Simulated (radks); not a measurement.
Task: Excited configurations of Ne I: one electron is placed in a higher orbital outside [He] 2s2 2p5. The ground configuration is [Ne]. Method: non-relativistic Kohn-Sham, r2SCAN, spin-unpolarised, spherical densities, point nucleus; meta-GGA in the generalised Kohn-Sham scheme; computed with a radial shooting solver on a logarithmic mesh with Libxc functionals. Excitation = E - E(ground); binding = E(ion) - E, where the ion is the core of charge +1; n* = 1/sqrt(2 binding) in atomic units, and the quantum defect is n - n*.

| outer orbital | excitation (eV) | binding (eV) | n* | quantum defect | eigenvalue (eV) | <r> (bohr) |
|---|---|---|---|---|---|---|
| 3d | 21.761 | 1.420 | 3.095 | -0.095 | -0.634 | 11.13 |
| 4d | 22.313 | 0.868 | 3.958 | 0.042 | -0.483 | 21.15 |
| 5p | 22.356 | 0.826 | 4.059 | 0.941 | -0.521 | 24.85 |
| 7d | 22.877 | 0.305 | 6.682 | 0.318 | -0.198 | 69.29 |

Estimate the row for 5s.

Result: excitation (eV) 22.127; binding (eV) 1.055; n* 3.592; quantum defect 1.408; eigenvalue (eV) -0.659; <r> (bohr) 20.00. The Delta-SCF ionisation energy is 23.182 eV (NIST Atomic Spectra Database: 21.565 eV, measured). Self-interaction in the functional shifts the binding energies and quantum defects, so they are the method's values and not measured ones. Spin polarisation and multiplet splitting are left out, so open shells lie too high by an amount that depends on their filling.

Beside tabulated values, note that spin-unpolarised runs miss the spin-polarisation part of the exchange energy of open shells.
